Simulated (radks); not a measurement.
The numbers below are computed, except where a source is named.
All-electron atom: neutral lead in [Hg] 6p2. Code: a radial shooting solver on a logarithmic mesh with Libxc functionals. Model: scalar-relativistic Kohn-Sham, LDA (Slater exchange, Perdew-Wang correlation), spin-unpolarised, spherical densities, finite nucleus; Fermi nuclear charge, rms radius 5.5012 fm.

Unscreened Slater integrals over Kohn-Sham orbitals (cm^-1).

| integral | value |
|---|---|
| F0(6p,6p) | 59557 |
| F2(6p,6p) | 31121 |
| F0(6p,6s) | 68921 |
| G1(6p,6s) | 39185 |
| F0(6p,5d) | 75755 |
| F2(6p,5d) | 21017 |
| G1(6p,5d) | 8293.6 |
| G3(6p,5d) | 6722.0 |
| F0(6p,5p) | 77510 |
| F2(6p,5p) | 14979 |
| G0(6p,5p) | 2328.9 |
| G2(6p,5p) | 3109.7 |
| F0(6s,6s) | 85934 |
| F0(6s,5d) | 102750 |
| G2(6s,5d) | 21690 |
| F0(6s,5p) | 107200 |
| G1(6s,5p) | 7678.3 |
| F0(5d,5d) | 152020 |
| F2(5d,5d) | 78872 |
| F4(5d,5d) | 52452 |
| F0(5d,5p) | 171540 |
| F2(5d,5p) | 85813 |
| G1(5d,5p) | 104220 |
| G3(5d,5p) | 64722 |
| F0(5p,5p) | 202110 |
| F2(5p,5p) | 108850 |

Derived for the open shells (J is the average intra-shell exchange parameter used in DFT+U). 6p: J = F2/5 = 6224 cm^-1.
